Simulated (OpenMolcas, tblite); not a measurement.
## GaH2O2F (SMILES [OH][Ga]([OH])[F]): the vertical energy of the triplet above the singlet, rung by rung

GaH2O2F has 6 atoms, charge 0, and is taken as a singlet. As SMILES, `[OH][Ga]([OH])[F]`. Geometry: relaxed at PBE0-D4/def2-TZVP. This is one conformer, not always the lowest.

Each level gives the vertical energy of the triplet above the singlet (eV). The values are calculated.

| level | kind | program | value (eV) | less CCSD(T)/6-31G* |
| --- | --- | --- | --- | --- |
| IPEA1-xTB | semi-empirical | tblite | 4.84 | -1.64 |
| HF/6-31G* (spherical functions) | Hartree–Fock | OpenMolcas | 5.78 | -0.70 |
| PBE/6-31G* (spherical functions) | GGA | OpenMolcas | 5.62 | -0.86 |
| r2SCAN/6-31G* (spherical functions) | meta-GGA | OpenMolcas | 5.54 | -0.94 |
| M06-2X/6-31G* (spherical functions) | hybrid meta-GGA | OpenMolcas | 6.54 | +0.06 |
| B3LYP/6-31G* (Cartesian functions) | global hybrid | OpenMolcas | 5.60 | -0.88 |
| CCSD(T)/6-31G* (spherical functions), open shells restricted | coupled cluster or CI | OpenMolcas | 6.48 | 0.00 |

CCSD(T)/6-31G* (spherical functions), open shells restricted is the highest level here, not the true value. All-electron rows without a relativistic Hamiltonian named are non-relativistic. The values span 4.84 to 6.54 eV. A triplet this far above the singlet is often a Rydberg-like or dissociative state; sets without diffuse functions put Rydberg states too high. In the correlated wave-function rows the outer d shell of Ga is correlated, in sets not made for it.
